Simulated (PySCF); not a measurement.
Correlation energy of Al- (aluminium, charge -1)

[Ne] 3s2 3p2, high-spin 3P determinant. All numbers are calculated (PySCF 2.14, the spin-free X2C one-electron Hamiltonian (Gaussian nucleus), in aug-cc-pCVTZ-DK). Frozen: 1s2; 12 electrons correlated.

MP2 pair energies summed by pair of shells (mhartree):

| pair | energy | share (%) |
| --- | --- | --- |
| 2p-2p | -189.07 | 57.3 |
| 2s-2p | -60.77 | 18.4 |
| 3s-3p | -26.78 | 8.1 |
| 3s-3s | -17.33 | 5.3 |
| 2p-3s | -14.71 | 4.5 |
| 2s-2s | -9.66 | 2.9 |
| 3p-3p | -4.97 | 1.5 |
| 2p-3p | -4.40 | 1.3 |
| 2s-3s | -1.54 | 0.5 |
| 2s-3p | -0.63 | 0.2 |

Total MP2 correlation energy: -329.87 mhartree.

Same-spin part -85.84 and opposite-spin part -244.02 mhartree; SCS-MP2 scales them by 1/3 and 6/5 to -321.44 mhartree.
